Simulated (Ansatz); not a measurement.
The cluster Cu4Os, relaxed as a quintet with UKS B3LYP-D4/def2-SVP in Ansatz, starting from the B3LYP-D4/def2-SVP geometry of the neutral singlet. Force threshold 0.02 eV/Å.

In the def2 sets Os takes a core potential; there is no spin–orbit coupling. Another isomer (singlet) lies 0.13 eV lower at PBE0-D4/def2-TZVP.

Start:

| atom | x (Å) | y (Å) | z (Å) |
| --- | --- | --- | --- |
| Os1 | 0.649 | 0.915 | 0.184 |
| Cu2 | 0.603 | -1.457 | 0.815 |
| Cu3 | -1.477 | 1.370 | -0.819 |
| Cu4 | -1.362 | -0.126 | 1.131 |
| Cu5 | 1.587 | -0.703 | -1.311 |

Estimate the energy that the relaxation releases and the steps that it takes.

7.4 kcal/mol, in 7 steps; 77 s on 4 threads of Arm Neoverse V2 on a shared host. No frequencies were taken in this run, so the end may be a saddle point.

Does the start keep its bonding and symmetry?

By distances, no bond broke or formed. The bond that changes most is Os1–Cu4, from 2.45 to 2.57 Å (atoms count from 1). Point group Cs at the start, Cs at the end, both within 0.05 Å.

Predict the relaxed structure.


Cartesian coordinates in Å:
```
Os 0.4770 0.8104 -0.4445
Cu 0.5631 -1.4723 0.7265
Cu -1.8138 1.7521 -0.3418
Cu -1.3818 -0.1561 1.0387
Cu 2.1554 -0.9340 -0.9789
```
Bond lengths (bridged metal pairs left out): 4 × Cu–Os 2.48 to 2.57 Å; 3 × Cu–Cu 2.37 to 2.39 Å.
